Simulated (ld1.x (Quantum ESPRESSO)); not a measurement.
# O: excitation energies, all-electron against TM

ld1.x (Quantum ESPRESSO) 7.5 input, shortened:

```
&input
   title='O', zed=8., rel=1, dft='PBE', iswitch=3,
   config='[He] 2s2 2p4'
 /
 &inputp
   pseudotype=2, tm=.true., lloc=1,
   nlcc=.false.
 /
2
2S  1  0   2.00   0.00  0.72  0.72  0.0
2P  2  1   4.00   0.00  1.45  1.45  0.0
 &test
   configts(1)='2s2 2p4'
 /
```

Energies are relative to the spin-unpolarised reference configuration 2s2 2p4; without spin polarisation the order of configurations can differ from experiment.

Question: Give the all-electron excitation energy and the error of the potential for: 2s2 2p3; 2s2 2p2; 2s2 2p1; 2s1 2p4; 2s1 2p5; 2s2 2p3.5; 2s2 2p4.3.

Answer:

```tsv
valence configuration	charge	ΔE all-electron (eV)	error AE − PS (meV)
2s2 2p3	+1	16.431	-4.2
2s2 2p2	+2	50.017	+69
2s2 2p1	+3	103.886	+518
2s1 2p4	+1	31.659	-52
2s1 2p5	0	14.950	+8.1
2s2 2p3.5	+0.5	6.286	-2.4
2s2 2p4.3	-0.3	-2.123	-0.7
```

Levels in the configuration 2s2 2p4.3:

| level | all-electron (eV) | pseudo (eV) |
| --- | --- | --- |
| 2s | -19.981 | -19.969 |
| 2p | -5.190 | -5.185 |
